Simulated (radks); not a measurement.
Problem. Species: the gallium ion Ga+. Configuration: [Ar] 3d10 4s2. Method: non-relativistic Kohn-Sham, PBE, spin-polarised, spherical densities, point nucleus; computed with a radial shooting solver on a logarithmic mesh with Libxc functionals. Some entries of the table are withheld. Estimate them.

| orbital | occ. | eigenvalue (hartree) | <r^2> (bohr^2) |
|---|---|---|---|
| 1s | 2 | -371.1653 | 0.003273 |
| 2s | 2 | -45.58268 | 0.05781 |
| 2p | 6 | -40.41978 | 0.04522 |
| 3s | 2 | -5.56996 | 0.5069 |
| 3p | 6 | -3.89539 | (1) |
| 3d | 10 | -1.02990 | (2) |
| 4s | 2 | -0.58943 | (3) |

Solution. 
(1) 3p <r^2> (bohr^2): 0.5517
(2) 3d <r^2> (bohr^2): 0.8412
(3) 4s <r^2> (bohr^2): 5.825
